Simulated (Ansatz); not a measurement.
`F[SiH](F)Br` → `F[Si]F` + HBr at 500 K and 1 bar (silylene formation by 1,1-elimination).

Calculated with Ansatz (gas phase, PBE0-D4/def2-TZVP geometries, no zero-point term in ΔE). CBS: MP2 limit from def2 TZ/QZ plus the TZ coupled-cluster correction, frozen cores. This one scheme is used for every species. For Br outer-core shells are correlated without core-valence functions, which leaves a few kJ/mol of doubt a bond. Scalar relativity is left out up to krypton.

| species | CCSD(T)/CBS energy (Eh) | H − E (kJ/mol) | S (J/(mol·K)) |
| --- | --- | --- | --- |
| `F[SiH](F)Br` | -3062.76774 | 73.2 | 351.3 |
| `F[Si]F` | -488.75686 | 33.3 | 281.7 |
| HBr | -2573.91920 | 30.5 | 213.7 |

H − E and S are ideal-gas, rigid-rotor, harmonic terms from PBE0-D4/def2-TZVP. 1 Eh = 2625.50 kJ/mol, R = 8.31446 J/(mol·K).

By hand: ΔE, ΔH, ΔS and ΔG.

ΔE = (-488.75686) + (-2573.91920) − (-3062.76774) = 0.09168 Eh = 240.7 kJ/mol. Δ(H − E) = 33.3 + 30.5 − 73.2 = -9.4, so ΔH = 231.3 kJ/mol. ΔS = 281.7 + 213.7 − 351.3 = 144.1 J/(mol·K). ΔG = 231.3 − 500 × (144.1)/1000 = 159.2 kJ/mol.

By hand: the equilibrium constant, and the temperature at which ΔG would vanish if ΔH and ΔS stayed fixed.

log₁₀ K = −ΔG/(RT ln 10) = -16.6. ΔG = 0 at ΔH/ΔS = 1605 K.

The number of gas molecules changes by +1, which sets the sign of ΔS. A doubt of 5 kJ/mol in ΔE shifts log₁₀ K by 0.5 here. These are equilibria of isolated gas molecules and say nothing of rates. Largest T1 diagnostic: 0.015 (customary marks: 0.02 for closed shells, 0.045 for open ones).
